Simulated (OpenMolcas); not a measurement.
Computed transition rates of Pd²⁺

```yaml
Program: OpenMolcas
Method: "MS-CASPT2, IPEA 0.25 Eh, imaginary shift 0.1 Eh (closed shells correlated: 4s 4p)"
Basis: ANO-RCC-VTZP [7s6p4d2f1g]
Scalar_Hamiltonian: DKH2, point nucleus
Active_space: 8 electrons in 6 orbitals (4d 5s)
State_averaging: 2S+1 = 3 even, 55 roots; 2S+1 = 5 even, 10 roots kept (CI in the orbitals of an earlier block); 2S+1 = 1 even, 43 roots kept (CI in the orbitals of an earlier block)
Spin-orbit_coupling: RASSI with atomic mean-field integrals over the reference wave functions, term energies averaged over their components
```

Rates come from the transition moments of the reference wave functions (E1 and E2 in the length form). At fixed line strength A goes as λ^-3 for E1 and M1 and as λ^-5 for E2, so a rate at the computed wavelength can be rescaled to the measured one. Measured vacuum wavelengths follow from level energies in Moore, Atomic Energy Levels, vol. III, NSRDS-NBS 35 (1971 reprint of NBS Circular 467, 1958). Branching counts decays inside the model space alone, at computed energies, and the table is only a selection of the E2 and M1 lines, drawn from those between levels with measured partners whose computed energy lies within a factor of 1.5 of the measured one.

```json
{"Upper": "4d⁷ 5s ³G₅", "Lower": "4d⁸ ³F₄", "Type": "E2", "λ computed (nm)": "138.3", "λ measured (nm)": "142.9", "A computed (s-1)": "2.65e+02", "A rescaled (s-1)": "2.25e+02", "Branching %": "97.8"}
{"Upper": "4d⁷ 5s ³G₄", "Lower": "4d⁸ ³F₃", "Type": "E2", "λ computed (nm)": "143", "λ measured (nm)": "147.5", "A computed (s-1)": "2.14e+02", "A rescaled (s-1)": "1.83e+02", "Branching %": "87.5"}
{"Upper": "4d⁷ 5s ⁵F₄", "Lower": "4d⁸ ³F₄", "Type": "E2", "λ computed (nm)": "175.6", "λ measured (nm)": "181.5", "A computed (s-1)": "5.55e+00", "A rescaled (s-1)": "", "Branching %": "85.7"}
{"Upper": "4d⁷ 5s ⁵P₃", "Lower": "4d⁸ ³F₃", "Type": "E2", "λ computed (nm)": "154.4", "λ measured (nm)": "160.1", "A computed (s-1)": "5.12e+00", "A rescaled (s-1)": "", "Branching %": "72.6"}
{"Upper": "4d⁷ 5s ⁵P₁", "Lower": "4d⁸ ³F₃", "Type": "E2", "λ computed (nm)": "151.2", "λ measured (nm)": "156.4", "A computed (s-1)": "2.54e+00", "A rescaled (s-1)": "", "Branching %": "18.1"}
{"Upper": "4d⁷ 5s ⁵F₃", "Lower": "4d⁸ ³F₃", "Type": "E2", "λ computed (nm)": "181.1", "λ measured (nm)": "186.9", "A computed (s-1)": "2.27e+00", "A rescaled (s-1)": "", "Branching %": "74.5"}
{"Upper": "4d⁸ ¹G₄", "Lower": "4d⁸ ³F₄", "Type": "M1", "λ computed (nm)": "549.3", "λ measured (nm)": "559.3", "A computed (s-1)": "1.56e+00", "A rescaled (s-1)": "", "Branching %": "75.0"}
{"Upper": "4d⁷ 5s ⁵F₅", "Lower": "4d⁸ ³F₄", "Type": "E2", "λ computed (nm)": "182.1", "λ measured (nm)": "189", "A computed (s-1)": "1.31e+00", "A rescaled (s-1)": "", "Branching %": "95.6"}
{"Upper": "4d⁷ 5s ⁵F₁", "Lower": "4d⁸ ³F₂", "Type": "E2", "λ computed (nm)": "179.9", "λ measured (nm)": "185.7", "A computed (s-1)": "1.14e+00", "A rescaled (s-1)": "", "Branching %": "52.6"}
{"Upper": "4d⁷ 5s ⁵F₂", "Lower": "4d⁸ ³F₂", "Type": "E2", "λ computed (nm)": "182.1", "λ measured (nm)": "188.1", "A computed (s-1)": "1.12e+00", "A rescaled (s-1)": "", "Branching %": "52.7"}
{"Upper": "4d⁸ ³F₃", "Lower": "4d⁸ ³F₄", "Type": "M1", "λ computed (nm)": "3009", "λ measured (nm)": "3096", "A computed (s-1)": "9.52e-01", "A rescaled (s-1)": "8.74e-01", "Branching %": "100.0"}
{"Upper": "4d⁷ 5s ⁵F₁", "Lower": "4d⁸ ³F₃", "Type": "E2", "λ computed (nm)": "175.5", "λ measured (nm)": "180.8", "A computed (s-1)": "7.91e-01", "A rescaled (s-1)": "", "Branching %": "36.4"}
{"Upper": "4d⁸ ¹G₄", "Lower": "4d⁸ ³F₃", "Type": "M1", "λ computed (nm)": "671.9", "λ measured (nm)": "682.6", "A computed (s-1)": "5.15e-01", "A rescaled (s-1)": "", "Branching %": "24.8"}
{"Upper": "4d⁷ 5s ⁵F₂", "Lower": "4d⁸ ³F₄", "Type": "E2", "λ computed (nm)": "167.7", "λ measured (nm)": "172.9", "A computed (s-1)": "4.31e-01", "A rescaled (s-1)": "", "Branching %": "20.2"}
{"Upper": "4d⁸ ³P₁", "Lower": "4d⁸ ³F₂", "Type": "M1", "λ computed (nm)": "1138", "λ measured (nm)": "1139", "A computed (s-1)": "2.18e-01", "A rescaled (s-1)": "", "Branching %": "29.8"}
{"Upper": "4d⁸ ³F₂", "Lower": "4d⁸ ³F₃", "Type": "M1", "λ computed (nm)": "7183", "λ measured (nm)": "6861", "A computed (s-1)": "8.26e-02", "A rescaled (s-1)": "9.48e-02", "Branching %": "100.0"}
{"Upper": "4d⁸ ³P₀", "Lower": "4d⁸ ³F₂", "Type": "E2", "λ computed (nm)": "1107", "λ measured (nm)": "1110", "A computed (s-1)": "1.42e-02", "A rescaled (s-1)": "1.40e-02", "Branching %": "94.6"}
```

Spin-changing lines and M1 lines between different terms are not rescaled, since their strength hangs on the term gaps too.

The largest correction is for 4d⁷ 5s ³G₅ → 4d⁸ ³F₄ (E2): 2.65e+02 × (138.3 / 142.9)^5 = 2.25e+02 s-1, a factor of 0.85.

The computed rate and branching of 4d⁸ ³F₃ → 4d⁸ ³F₄ give the upper level a radiative lifetime of 1.000 / 9.52e-01 s-1 = 1.05e+00 s, counting decays inside the model space alone. The rescaled rate gives about 1.1e+00 s.

These are rates of the free ion; in crystals, glasses and complexes forced electric-dipole and non-radiative decay shorten such lifetimes by orders of magnitude. No measured rate stands beside these. Rescaling mends the energy factor alone: line strengths can still be far off where a level mixes with configurations outside the active space, and weak or spin-changing lines hang on small mixing coefficients that depend on the term gaps too, so rescaling need not improve them.

CASPT2 breaks the degeneracy within a term, and the mean is taken; among the terms shown or strongly mixed into the levels shown the widest spread is 1500 cm-1 (4d⁸ ¹G). Terms from blocks run as CI alone lack orbitals of their own. A single d shell beside an s shell can misplace configurations of different d count against each other. Computed and measured levels are paired by configuration, term and J; levels that our copy of the source lacks, or whose pairing is in doubt (as where it misses far off the trend of its configuration), stay unpaired. Levels of configurations outside the active space are missing.
